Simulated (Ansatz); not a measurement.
`Cl[SiH](Cl)[O][GeH3]` + `N[SiH3]` → `[SiH3]N[SiH](Cl)Cl` + `[OH][GeH3]`  (ligand exchange at the Si–O bond)

Calculated with Ansatz (gas phase, PBE0-D4/def2-TZVP geometries, no zero-point term in ΔE). CBS: MP2 limit from def2 TZ/QZ plus the TZ coupled-cluster correction, frozen cores. This one scheme is used for every species. DFT in def2-TZVPP. B3LYP here is the variant with VWN-RPA as its local correlation; programs differ in this. HSE06 is defined as in plane-wave codes. For Ge outer-core shells are correlated without core-valence functions, which leaves a few kJ/mol of doubt a bond. Scalar relativity is left out up to krypton. Each species was taken in one conformer, which may not be the lowest.

| level | ΔE (kcal/mol) | difference from CCSD(T)/CBS |
| --- | --- | --- |
| LDA (SPW92) | 11.8 | -1.5 |
| PBE-D4 | 11.8 | -1.5 |
| revPBE-D4 | 11.4 | -1.9 |
| BLYP-D4 | 13.1 | -0.2 |
| r2SCAN-D4 | 13.4 | 0.1 |
| B3LYP-D4 | 13.6 | 0.3 |
| r2SCANh-D4 | 13.4 | 0.1 |
| r2SCAN0-D4 | 13.5 | 0.2 |
| HSE06-D4 | 12.3 | -1.0 |
| BHLYP-D4 | 14.7 | 1.4 |
| CAM-B3LYP-D4 | 14.1 | 0.8 |
| ωB97X-V | 13.4 | 0.1 |
| ωB97M-V | 13.4 | 0.1 |
| B2PLYP | 13.7 | 0.4 |
| PBE-QIDH | 13.0 | -0.3 |
| PBE | 11.8 | -1.5 |
| revPBE | 11.7 | -1.6 |
| BLYP | 13.3 | 0.0 |
| r2SCAN | 13.4 | 0.1 |
| PBE0 | 12.3 | -1.0 |
| B3LYP | 13.7 | 0.4 |
| r2SCAN0 | 13.6 | 0.3 |
| HSE06 | 12.3 | -1.0 |
| CAM-B3LYP | 14.1 | 0.8 |
| LC-ωPBE | 12.8 | -0.5 |
| RPA@PBE/def2-TZVPP | 13.1 | -0.2 |
| HF/def2-SVP | 14.4 | 1.1 |
| MP2/def2-SVP | 12.6 | -0.7 |
| CCSD/def2-SVP | 12.8 | -0.5 |
| CCSD(T)/def2-SVP | 12.6 | -0.7 |
| HF/def2-TZVPP | 15.8 | 2.5 |
| MP2/def2-TZVPP | 13.2 | -0.1 |
| SCS-MP2/def2-TZVPP | 13.7 | 0.4 |
| CCSD/def2-TZVPP | 13.7 | 0.4 |
| CCSD(T)/def2-TZVPP | 13.3 | 0.0 |
| HF/def2-QZVPP | 16.0 | 2.7 |
| SCS-MP2/def2-QZVPP | 13.7 | 0.4 |
| HF/CBS(def2) | 16.1 | 2.8 |
| MP2/CBS(def2) | 13.2 | -0.1 |
| CCSD/CBS(def2) | 13.6 | 0.3 |
| CCSD(T)/CBS | 13.3 | 0 |

Largest T1 diagnostic among the species: 0.011.

Leaving LDA and LC-ωPBE aside and taking each functional with its dispersion term where it has one, the values spread over 3.3 kcal/mol, from revPBE-D4 to BHLYP-D4. From BLYP to BHLYP (50 % exact exchange), in def2-TZVPP and without D4, ΔE moves by +1.3 kcal/mol. At CCSD(T), def2-SVP lies −0.7 kcal/mol from the extrapolated value and def2-TZVPP +0.0 kcal/mol.

CCSD(T)/CBS has its own doubt, a few kJ/mol and more with outer-core shells, so smaller differences from it don't rank the levels.
